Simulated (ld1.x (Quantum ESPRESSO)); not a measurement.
Before and after: TM potential for tellurium

| Item | Value |
| --- | --- |
| Element | Te (Z = 52) |
| Generator | ld1.x (Quantum ESPRESSO) 7.5 |
| Type | norm-conserving Troullier–Martins (Kleinman–Bylander form) |
| Functional | PBE |
| Relativity | non-relativistic |
| Frozen core | [Kr] |
| Valence charge | 16 |
| Reference configuration | 4d10 5s2 5p2 (charge +2) |
| Partial waves | 5s (bound): rc 1.55 bohr; 5p (bound): rc 2.15 bohr; 4d (bound): rc 1.20 bohr |
| Local potential | the d channel |
| Core correction | none |

Change: all radii scaled by about 1.32 (s 2.04, p 2.84, d 1.58 bohr).

Cutoffs: the cutoffs (Ry, on a coarse ladder) from which the occupation-weighted sum of valence levels, in a spherical-Bessel basis at the reference potential, stays within 10 and 1 mRy of its value at 400 Ry; they do not see the model core or the augmentation charge, which bear on the density cutoff. Errors are all-electron minus pseudo energies relative to the spin-unpolarised reference configuration.

Problem. How do hardness, ghosts and transferability respond?

Solution. The potential gets softer (110 Ry and 180 Ry → 90 Ry and 160 Ry); both files keep a bound ghost (p, s); of the 7 tests that both files solve, the error grows in 1 and shrinks in 6 by more than 15 % and 0.3 meV (median size 8.9 → 2.2 meV). A larger radius leaves more room for a smooth pseudo-wave, so fewer plane waves are needed.

```tsv
quantity	base	changed
cutoff, loose	110 Ry	90 Ry
cutoff, tight	180 Ry	160 Ry
loose cutoff by channel (10 mRy a level)	s 30 Ry, p 10 Ry, d 90 Ry	s 18 Ry, p 6 Ry, d 80 Ry
bound ghosts	s, p	s, p
error for 4d10 5s2 5p4, meV [ΔE -27.68 eV]	+12	-1.0
error for 4d10 5s2 5p3, meV [ΔE -17.91 eV]	+4.3	-0.8
error for 4d10 5s2 5p1, meV [ΔE 26.80 eV]	+8.9	-2.2
error for 4d10 5s2 5p3.5, meV [ΔE -23.76 eV]	+8.0	-1.1
error for 4d10 5s1 5p5, meV [ΔE -19.67 eV]	+0.3	-5.4
error for 4d9 5s2 5p5, meV [ΔE 12.68 eV]	-478	-344
error for 4d10 5s0 5p6, meV [ΔE -11.52 eV]	-14	+3.0
```

 A true bound ghost makes a file unfit for plane-wave use even where its test errors are small: the radial tests pick states by their node count and pass the ghost by.
